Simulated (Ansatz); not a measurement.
Consider the isomerisation: `CC1[SiH2]B1O` → `CC1B[SiH2]O1`.

Gas-phase electronic energies from Ansatz, PBE0-D4/def2-TZVP geometries. CCSD(T)/CBS is the MP2 limit (def2-TZVPP, def2-QZVPP) plus CCSD(T) − MP2 in def2-TZVPP, frozen cores. One conformer a species, not always the lowest.

`CC1[SiH2]B1O`:

Cartesian coordinates in Å:
```
C 0.335 0.476 1.582
C -0.324 -0.201 0.402
Si 0.359 -1.258 -1.078
B -0.638 0.417 -0.963
O -0.904 1.649 -1.426
H -0.371 1.115 2.120
H 1.160 1.113 1.255
H 0.740 -0.250 2.291
H -1.133 -0.891 0.684
H -0.176 -2.642 -1.082
H 1.811 -1.236 -1.400
H -0.858 1.709 -2.384
```

`CC1B[SiH2]O1`:

```xyz
12

C    -0.645   -1.165    1.020
C     0.076    0.121    0.650
B    -0.683    1.059   -0.372
Si    0.960    0.708   -1.464
O     1.308   -0.175   -0.079
H    -0.986   -1.702    0.132
H    -1.511   -0.949    1.649
H     0.035   -1.822    1.567
H     0.338    0.662    1.573
H    -1.742    1.592   -0.262
H     0.911   -0.133   -2.695
H     1.938    1.804   -1.720
```

```json
{"level": "MP2/def2-TZVPP", "ΔE (kcal/mol)": "14.2"}
{"level": "MP2/def2-QZVPP", "ΔE (kcal/mol)": "14.0"}
```

**Question.** What does CCSD(T)/CBS give? (Estimate.)

**Answer.** The calculation gave: +12.6 kcal/mol. The listed levels differ from it by 1.6, 1.4 kcal/mol.

Largest T1 diagnostic among the species: 0.013.

From PBE to PBE0 (25 % exact exchange), in def2-TZVPP and without D4, ΔE moves by −2.2 kcal/mol. In def2-TZVPP, CCSD(T) changes the Hartree–Fock value by +7.2 kcal/mol (the triples alone add +1.3 kcal/mol) and MP2 by +8.6 kcal/mol.
